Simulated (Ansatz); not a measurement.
Born–Oppenheimer molecular dynamics of AlFH$_{3}$NSi (7 atoms, charge 0, multiplicity 1). It starts at the highest image of a converged band. Of that band: Neighbouring images differ by up to 1.3 eV, so the band resolves the path poorly. A vibrational analysis at the climbing image gives one clearly imaginary mode, 1487i cm⁻¹: a first-order saddle point.

Level of theory: RKS PBE0/def2-SVP in Ansatz 0.2.0.

```
ensemble                      : NVE (velocity Verlet)
time step                     : 0.5 fs
steps asked                   : 200
starting velocities drawn for : 100 K
seed                          : 11073
```

First frame:

```xyz
7
Properties=species:S:1:pos:R:3
F -1.668 -1.639 0.424
Si -0.658 -1.059 -0.742
N 0.814 0.042 0.269
Al -0.285 1.263 -0.360
H 0.895 -1.164 -0.543
H 1.498 -0.291 0.940
H -0.534 2.781 -0.033
```

Task: How far do the bonds stretch over the last three quarters of this one trajectory? (Pairs bonded in most of those frames.)

Result: 
```
   bond  mean (Å)  spread (Å)  shortest  longest
 F1–Si2     1.667       0.028      1.62     1.71
Si2–Al4     2.507       0.131      2.26     2.65
 N3–Al4     1.992       0.143      1.77     2.26
  N3–H5     1.053       0.092      0.91     1.20
  N3–H6     1.039       0.048      0.94     1.13
 Al4–H7     1.622       0.013      1.59     1.64
```

Mean temperature of the second half: 1328 K. The conserved energy stayed within 1.2 meV per atom of its start (net change -0.28 meV per atom), so the integration is sound. The system heated up, since it started high on the potential surface and ran downhill. A run of 0.1 ps of so small a system gives no equilibrium averages. The orbitals stay closed-shell, which can raise the energy where a bond breaks towards radicals; this wasn't checked here.

The run took 4.7 min on 1 thread of Intel(R) Xeon(R) 6975P-C (Granite Rapids), on a shared host, peak memory 0.16 GiB.
